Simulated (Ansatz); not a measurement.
Reaction (formal loss of a carbene): `C[SiH](Br)Br` → `[CH2]` (triplet) + `Br[SiH2]Br`

Gas-phase electronic energies from Ansatz, PBE0-D4/def2-TZVP geometries. CCSD(T)/CBS adds triple-zeta CCSD(T) − MP2 to the extrapolated MP2 energy (def2 sets, frozen cores). This one scheme is used for every species. DFT in def2-TZVPP. B3LYP here is the variant with VWN-RPA as its local correlation; programs differ in this. HSE06 is defined as in plane-wave codes. Triplets are unrestricted, without spin–orbit coupling. For Br outer-core shells are correlated without core-valence functions, which leaves a few kJ/mol of doubt a bond. Scalar relativity is left out up to krypton.

| level | ΔE (kcal/mol) | difference from CCSD(T)/CBS |
| --- | --- | --- |
| revPBE-D4 | 115.8 | -2.0 |
| B3LYP-D4 | 115.8 | -2.0 |
| HSE06-D4 | 117.3 | -0.5 |
| r2SCAN | 112.4 | -5.4 |
| r2SCANh | 112.0 | -5.8 |
| r2SCAN0 | 111.3 | -6.5 |
| CAM-B3LYP | 115.0 | -2.8 |
| LC-ωPBE | 115.0 | -2.8 |
| HF/def2-SVP | 81.5 | -36.3 |
| MP2/def2-SVP | 114.0 | -3.8 |
| CCSD(T)/CBS | 117.8 | 0 |

Largest T1 diagnostic among the species: 0.011.

The D4 term adds +3.0 kcal/mol with B3LYP and +1.6 kcal/mol with PBE0; it sums over pairs of atoms, weighted by their polarisabilities, and B3LYP, whose exchange is more repulsive, gets the larger term. At CCSD(T), def2-SVP lies −7.1 kcal/mol from the extrapolated value and def2-TZVPP −3.1 kcal/mol.
